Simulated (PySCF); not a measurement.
Species: C₆H₇FNO (doublet state).
Z-matrix (Å and degrees, GFN2-xTB geometry), rows numbered from 1:
```
F 
C   1  1.3381
O   2  1.3619  1  115.18
N   3  1.3611  2  108.77  1  -152.09
C   4  1.2777  3  109.90  2     2.92
C   2  1.5004  1  123.41  3  -141.11
C   6  1.5274  2  114.32  1    29.39
C   7  1.4978  6  119.23  2   -90.03
C   8  1.4977  7   60.05  6  -108.82
H   5  1.0718  4  120.28  3   178.57
H   6  1.0989  2  112.48  1   -94.14
H   7  1.0830  6  113.21  2    54.86
H   8  1.0786  7  118.25  9  -108.73
H   8  1.0792  7  117.94  9   108.24
H   9  1.0798  7  118.12  8  -108.19
H   9  1.0789  7  118.16  8   108.53
```

The hyperfine couplings belong to this conformer and change with its torsions.

Identity: `[C@@H]1(C2CC2)[C](F)ON=C1` [radical].

Theory: UKS B3LYP, pcH-1 on C F H N O, non-relativistic, mean-field spin-orbit, GIAO in PySCF 2.14.0. Geometry: GFN2-xTB, one conformer, isolated molecule. Couplings are sensitive to structure, and on GFN2-xTB geometries they can be far from those on DFT ones.

Task: How many α and β electrons are there, and what is ⟨S²⟩ of the pure spin state?

Result: 67 electrons with 2S = 1: 34 α and 33 β; S(S+1) = 0.75.

Mulliken spin populations, one withheld:

```tsv
atom	bound to	population
F1	C2	+0.0520
C2	F1, O3, C6	+0.7937
O3	C2, N4	?
N4	O3, C5	-0.0227
C5	N4, C6, H10	+0.0819
C6	C5, C7, C2, H11	-0.0475
C7	C6, C8, C9, H12	+0.0420
C8	C7, C9, H13, H14	-0.0021
C9	C8, C7, H15, H16	+0.0066
H10	C5	-0.0037
H11	C6	+0.0434
H12	C7	-0.0025
H13	C8	+0.0001
H14	C8	+0.0010
H15	C9	+0.0008
H16	C9	0.0000
```

Task: Complete the table.

Result: 1 − (0.9430) gives +0.057, since all populations sum to 2S.

Task: Sum the populations by element and by sign.

Result: Carbon +0.87, oxygen +0.06, fluorine +0.05, hydrogen +0.04, nitrogen -0.02. The positive populations sum to 1.08, the negative ones to -0.08.

Task: With ⟨S²⟩ = 0.7546, find the sum of squared α–β overlaps and estimate the admixture of higher spin.

Result: For a single determinant ⟨S²⟩ = S(S+1) + Nβ − Σ|⟨iα|jβ⟩|², so the squared overlaps of occupied orbitals sum to 33 − 0.0046 = 32.9954. If the quartet state (S + 1) were the only admixture, its weight would be 0.0046/(2S + 2) = 0.15 %.

Task: What Fermi-contact NMR shifts do the couplings of C5, C6, C8, H10, H12, H14, H15 imply at 200 K (Curie law, g = gₑ)?

Result: δ = a_FC·h·gₑ μB S(S+1)/(3 g_N μN kT), with k/h = 20836.6 MHz/K:

```tsv
nuclei	isotope	a_FC (MHz)	g_N	contact shift (ppm)
C5	13C	12.84	1.4048	+2016
C6	13C	0.59	1.4048	+93
C8	13C	-1.67	1.4048	-263
H10	1H	-6.37	5.5857	-252
H12	1H	-3.70	5.5857	-146
H14	1H	2.19	5.5857	+86
H15	1H	0.53	5.5857	+21
```

The shifts go as 1/T: at 250 K they are 0.800 times these.
